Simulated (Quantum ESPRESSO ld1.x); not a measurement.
Isoelectronic series with 3 electrons, all held in the configuration [He] 2s1, which need not be the ground one along the series. Calculated with ld1.x of Quantum ESPRESSO 7.5: scalar-relativistic Kohn-Sham, LDA (Slater exchange, VWN5 correlation), spin-polarised, spherical densities, point nucleus; open shells are filled with parallel spins first. Total energies (hartree) and orbital eigenvalues (hartree):

| ion | E (hartree) | 2s up | 1s down | 1s up |
|---|---|---|---|---|
| Cd45+ | -2623.6111 | -276.899 | -1135.00 | -1135.58 |
| In46+ | -2739.2057 | -289.536 | -1185.59 | -1186.18 |
| Sn47+ | -2857.5689 | -302.491 | -1237.39 | -1238.00 |
| Sb48+ | -2978.7265 | -315.767 | -1290.43 | -1291.05 |
| Te49+ | -3102.7050 | -329.368 | -1344.70 | -1345.34 |
| I50+ | -3229.5320 | -343.298 | -1400.23 | -1400.89 |
| Xe51+ | -3359.2363 | -357.559 | -1457.03 | -1457.70 |
| Cs52+ | -3491.847 | -372.157 | -1515.10 | -1515.79 |
